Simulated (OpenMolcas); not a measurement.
**Au6+: effect of the basis set**

| Quantity | Value |
| --- | --- |
| Program | OpenMolcas |
| Method | RASSCF |
| Active space | 11 electrons in 8 orbitals (RAS1 5p, at most 2 holes; RAS2 5d) |
| State averaging | 2S+1 = 6 even, 1 root; 2S+1 = 4 even, 24 roots; 2S+1 = 2 even, 75 roots |
| Spin-orbit coupling | state interaction with AMFI integrals over the reference wave functions, term energies averaged over their components |

A. ANO-R2 [8s6p5d3f1g], X2C, finite nucleus; cost roughly 40 core-seconds
B. ANO-RCC-VTZP [8s7p5d3f1g], DKH2, point nucleus; cost about 50 core-seconds
C. ANO-RCC-VQZP [9s8p6d4f2g1h], DKH2, point nucleus; cost roughly 100 core-seconds

Energies in eV above 5d⁵ ⁶S_5/2.

| Level | A | B | C |
| --- | --- | --- | --- |
| 5d⁵ ⁶S_5/2 | 0.0000 | 0.0000 | 0.0000 |
| 5d⁵ ⁴G_7/2 [55 %] | 3.8823 | 3.8497 | 3.8931 |
| 5d⁵ ⁴G_11/2 [71 %] | 4.1565 | 4.1375 | 4.1663 |
| 5d⁵ ⁴G_9/2 | 4.3645 | 4.3596 | 4.3738 |
| 5d⁵ ⁴P_1/2 [67 %] | 4.4640 | 4.4527 | 4.4735 |
| 5d⁵ ⁴D_7/2 [54 %] | 5.2644 | 5.2817 | 5.2731 |
| 5d⁵ ⁴D_1/2 [75 %] | 5.9972 | 6.0521 | 6.0039 |
| 5d⁵ ²I_11/2 [66 %] | 6.1639 | 6.1820 | 6.1750 |
| 5d⁵ ⁴F_3/2 [52 %] | 6.3735 | 6.3815 | 6.3848 |
| 5d⁵ ²I_13/2 | 6.8405 | 6.8728 | 6.8525 |
| 5d⁵ ²H_9/2 [54 %] | 7.6293 | 7.6502 | 7.6416 |
| 5d⁵ ²G_7/2(1) [52 %] | 8.0064 | 8.0355 | 8.0186 |
| 5d⁵ ²F_7/2(1) [55 %] | 8.5454 | 8.6022 | 8.5566 |
| 5d⁵ ²S_1/2 | 9.0255 | 9.0341 | 9.0394 |
| 5d⁵ ²H_11/2 [66 %] | 9.3501 | 9.4526 | 9.3605 |
| 5d⁵ ²D_3/2(2) [74 %] | 10.0186 | 10.0466 | 10.0325 |
| 5d⁵ ²G_9/2(2) | 11.2635 | 11.2893 | 11.2800 |
| 5d⁵ ²G_7/2(2) | 11.7165 | 11.7720 | 11.7322 |
| 5d⁵ ²P_3/2 | 12.5677 | 12.5288 | 12.5886 |
| 5d⁵ ²P_1/2 | 13.4829 | 13.5053 | 13.5019 |
| 5d⁵ ²D_5/2(3) | 14.3286 | 14.3419 | 14.3486 |
| 5d⁵ ²D_3/2(3) [73 %] | 14.8410 | 14.8691 | 14.8611 |

Among A to C the level of the table that moves most is 5d⁵ ²H_11/2 [66 %], by 830 cm-1 (lowest in A, highest in B).

Without dynamic correlation excited terms often stand tens of per cent too high (terms of higher spin than the ground term too low), and those without a measured partner can miss by more than the paired ones. Active for correlation alone: 5p; no level in the range computed is led by a configuration that opens it, so any true level of that kind is missing. Levels of configurations outside the active space are missing. The table leaves out levels that lie high or whose names do not pair safely across all columns.

A share in square brackets marks a mixed level and gives the weight of the term that names it, the lowest over the columns. A number in round brackets counts repeated terms of one configuration in the order of the reference energies.
